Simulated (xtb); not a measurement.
C₆H₁₀O, charge +1, doublet, at a GFN2-xTB geometry (a state made from the parent by changing its charge; the spin is typed, not shown lowest); GFN2-xTB with GBSA(methanol) (xtb).

Here is a job for xtb.
```
$ xtb mol.xyz --gfn 2 --chrg 1 --uhf 1 --gbsa methanol --json

# file mol.xyz
17

O      2.28457943     0.40206330    -0.04860078
C      1.14921283     0.22209750     0.19906429
C      0.08708612     1.32782686     0.28392559
C     -1.13862627     0.99398946    -0.52722219
C     -1.77442548    -0.32381132    -0.09209757
C     -0.71311533    -1.39814608    -0.31480493
C      0.52758006    -1.14854000     0.50382244
H     -0.15839096     1.42763462     1.34533885
H      0.57115359     2.24156623    -0.07056933
H     -1.87978133     1.78810716    -0.36777892
H     -0.90539144     0.98545999    -1.59455139
H     -2.65839076    -0.53429509    -0.69171366
H     -2.06992885    -0.28328091     0.95628315
H     -1.14222559    -2.35828051     0.00041272
H     -0.46456230    -1.49279134    -1.37448721
H      1.30566255    -1.88769301     0.29610135
H      0.29894808    -1.14343203     1.57364487
```

**Question.** Predict the main parts of the log of this xtb run.

**Answer.** 
```
   ID    Z sym.   atoms
    1    8 O      1
    2    6 C      2-7
    3    1 H      8-17

           -------------------------------------------------
          |                Calculation Setup                |
           -------------------------------------------------

           -------------------------------------------------
          |                 G F N 2 - x T B                 |
           -------------------------------------------------

      * Solvation model:               GBSA
        Solvent                        methanol
        Parameter file                 internal GFN2-xTB/GBSA
        Dielectric constant                3.2700E+01
        Reference state                gsolv [1 M gas/solution]
        Free energy shift                  3.3569E-03 Eh       2.1065E+00 kcal/mol
        Temperature                        2.9815E+02 K
        Density                            7.9200E-01 kg/L
        Solvent mass                       3.2040E+01 g/mol
        Interaction kernel             Still
        Born radius scaling (c1)           1.6087E+00
        Born radii integrator          GBOBC
        Born offset                        5.6550E-04 a0       1.0686E-03 AA
        H-bond correction              true
        Ion screening                  false
        Surface tension                    1.0000E-05 Eh       1.5569E+01 dyn/cm
        Grid points                               230 per atom

          ...................................................
          :                      SETUP                      :
          :.................................................:
          :  # basis functions                  38          :
          :  # atomic orbitals                  38          :
          :  # shells                           24          :
          :  # electrons                        39          :
          :  max. iterations                   250          :
          :  Hamiltonian                  GFN2-xTB          :
          :  restarted?                      false          :
          :  GBSA solvation                   true          :
          :  PC potential                    false          :
          :  electronic temp.          300.0000000     K    :
          :  accuracy                    1.0000000          :
          :  -> integral cutoff          0.2500000E+02      :
          :  -> integral neglect         0.1000000E-07      :
          :  -> SCF convergence          0.1000000E-05 Eh   :
          :  -> wf. convergence          0.1000000E-03 e    :
          :  Broyden damping             0.4000000          :
          :  net charge                          1          :
          :  unpaired electrons                  1          :
          ...................................................

 iter      E             dE          RMSdq      gap      omega  full diag
   1    -21.8629781 -0.218630E+02  0.374E+00    4.33       0.0  T
   2    -21.8997724 -0.367943E-01  0.201E+00    3.38       1.0  T
   3    -21.9022052 -0.243272E-02  0.124E+00    3.71       1.0  T
   4    -21.9074440 -0.523890E-02  0.159E-01    3.48       1.0  T
   5    -21.9075008 -0.567783E-04  0.629E-02    3.52       1.0  T
   6    -21.9075245 -0.237166E-04  0.376E-02    3.50       1.0  T
   7    -21.9075301 -0.557523E-05  0.824E-03    3.50       2.9  T
   8    -21.9075307 -0.595049E-06  0.221E-03    3.50      11.0  T
   9    -21.9075307 -0.656603E-08  0.128E-03    3.50      18.9  T
  10    -21.9075307 -0.442767E-08  0.194E-04    3.50     124.9  T
  11    -21.9075307 -0.362732E-11  0.729E-05    3.50     332.5  T

   *** convergence criteria satisfied after 11 iterations ***

         :::::::::::::::::::::::::::::::::::::::::::::::::::::
         ::                     SUMMARY                     ::
         :::::::::::::::::::::::::::::::::::::::::::::::::::::
         :: total energy             -21.611383426834 Eh    ::
         :: total w/o Gsasa/hb       -21.603090769669 Eh    ::
         :: gradient norm              0.019593024923 Eh/a0 ::
         :: HOMO-LUMO gap              3.501787064452 eV    ::
         ::.................................................::
         :: SCC energy               -21.907502172632 Eh    ::
         :: -> isotropic ES            0.112559208925 Eh    ::
         :: -> anisotropic ES         -0.013936534587 Eh    ::
         :: -> anisotropic XC          0.011959400015 Eh    ::
         :: -> dispersion             -0.009548872556 Eh    ::
         :: -> Gsolv                  -0.091324806048 Eh    ::
         ::    -> Gelec               -0.083032148883 Eh    ::
         ::    -> Gsasa               -0.007526781941 Eh    ::
         ::    -> Ghb                 -0.004122804748 Eh    ::
         ::    -> Gshift               0.003356929523 Eh    ::
         :: repulsion energy           0.296118745798 Eh    ::
         :: add. restraining           0.000000000000 Eh    ::
         :: total charge               1.000000000221 e     ::
         :::::::::::::::::::::::::::::::::::::::::::::::::::::

           -------------------------------------------------
          |                Property Printout                |
           -------------------------------------------------

    * Orbital Energies and Occupations

         #    Occupation            Energy/Eh            Energy/eV
      -------------------------------------------------------------
         1        2.0000           -0.7923184             -21.5601
       ...           ...                  ...                  ...
         8        2.0000           -0.5918473             -16.1050
         9        2.0000           -0.5818403             -15.8327
        10        2.0000           -0.5740482             -15.6206
        11        2.0000           -0.5485548             -14.9269
        12        2.0000           -0.5428554             -14.7718
        13        2.0000           -0.5242874             -14.2666
        14        2.0000           -0.5158337             -14.0365
        15        2.0000           -0.5155365             -14.0285
        16        2.0000           -0.4896632             -13.3244
        17        2.0000           -0.4756523             -12.9432
        18        2.0000           -0.4691957             -12.7675
        19        2.0000           -0.4601263             -12.5207
        20        1.0000           -0.4360170             -11.8646 (HOMO)
        21                         -0.3073287              -8.3628 (LUMO)
        22                          0.0128418               0.3494
        23                          0.0397634               1.0820
        24                          0.0730704               1.9883
        25                          0.0732954               1.9945
        26                          0.0794677               2.1624
        27                          0.1038357               2.8255
        28                          0.1185763               3.2266
        29                          0.1334025               3.6301
        30                          0.1517075               4.1282
        31                          0.1688092               4.5935
       ...                                ...                  ...
        38                          0.6622256              18.0201
      -------------------------------------------------------------
                  HL-Gap            0.1286883 Eh            3.5018 eV
             Fermi-level           -0.4098722 Eh          -11.1532 eV

     #   Z          covCN         q      C6AA      α(0)
     1   8 O        0.856    -0.222    18.435     5.757
     2   6 C        2.809     0.297    21.969     7.679
     3   6 C        3.805    -0.083    22.083     6.690
     4   6 C        3.812    -0.065    21.730     6.635
     5   6 C        3.805    -0.073    21.899     6.662
     6   6 C        3.812    -0.065    21.730     6.635
     7   6 C        3.805    -0.083    22.083     6.690
     8   1 H        0.924     0.149     1.398     1.849
     9   1 H        0.924     0.134     1.504     1.918
    10   1 H        0.924     0.166     1.289     1.775
    11   1 H        0.924     0.102     1.765     2.077
    12   1 H        0.925     0.095     1.829     2.115
    13   1 H        0.925     0.096     1.818     2.109
    14   1 H        0.924     0.166     1.289     1.775
    15   1 H        0.924     0.102     1.765     2.078
    16   1 H        0.924     0.134     1.504     1.918
    17   1 H        0.924     0.149     1.397     1.849

 Mol. C6AA /au·bohr⁶  :       2001.174207
 Mol. C8AA /au·bohr⁸  :      45462.733888
 Mol. α(0) /au        :         66.211195

Wiberg/Mayer (AO) data.
largest (>0.10) Wiberg bond orders for each atom

 ---------------------------------------------------------------------------
     #   Z sym  total        # sym  WBO       # sym  WBO       # sym  WBO
 ---------------------------------------------------------------------------
     1   8 O    2.341 --     2 C    1.960
     2   6 C    3.873 --     1 O    1.960     7 C    0.883     3 C    0.883
     3   6 C    3.946 --     4 C    1.042     9 H    0.932     8 H    0.916
                             2 C    0.883
     4   6 C    3.976 --     3 C    1.042     5 C    0.971    11 H    0.958
                            10 H    0.857
     5   6 C    3.975 --     4 C    0.971     6 C    0.971    13 H    0.968
                            12 H    0.967
     6   6 C    3.977 --     7 C    1.042     5 C    0.971    15 H    0.958
                            14 H    0.857
     7   6 C    3.946 --     6 C    1.042    16 H    0.932    17 H    0.916
                             2 C    0.883
     8   1 H    0.978 --     3 C    0.916
     9   1 H    0.981 --     3 C    0.932
    10   1 H    0.967 --     4 C    0.857
    11   1 H    0.990 --     4 C    0.958
    12   1 H    0.991 --     5 C    0.967
    13   1 H    0.991 --     5 C    0.968
    14   1 H    0.967 --     6 C    0.857
    15   1 H    0.990 --     6 C    0.958
    16   1 H    0.981 --     7 C    0.932
    17   1 H    0.978 --     7 C    0.916
 ---------------------------------------------------------------------------

Topologies differ in total number of bonds
Writing topology from bond orders to xtbtopo.mol

molecular dipole:
                 x           y           z       tot (Debye)
 q only:       -1.492      -0.233       0.365
   full:       -1.405      -0.215       0.393       3.747
molecular quadrupole (traceless):
                xx          xy          yy          xz          yz          zz
 q only:       -3.432      -1.629       6.461       2.141      -0.492      -3.029
  q+dip:       -5.098      -1.967       6.353       1.563      -0.432      -1.256
   full:       -5.396      -2.034       6.736       2.188      -0.363      -1.339

           -------------------------------------------------
          | TOTAL ENERGY              -21.611383426834 Eh   |
          | GRADIENT NORM               0.019593024923 Eh/α |
          | HOMO-LUMO GAP               3.501787064452 eV   |
           -------------------------------------------------

normal termination of xtb
```
